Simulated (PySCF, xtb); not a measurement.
C8H4N4S, SMILES c1cnc2cc3nsnc3cc2n1.

GFN2-xTB in xtb at its own geometry gives an orbital gap of 0.86 eV and a dipole moment of 0.01 D.

Geometry optimised at PBE0-D3(BJ)/def2-SVP.

Q: What does r2SCAN/def2-SVP (PySCF) give? (The exact figures need the calculation; the answer reports its results.)

A: gap 2.24 eV (levels -6.16 and -3.93 eV), dipole 1.08 D.
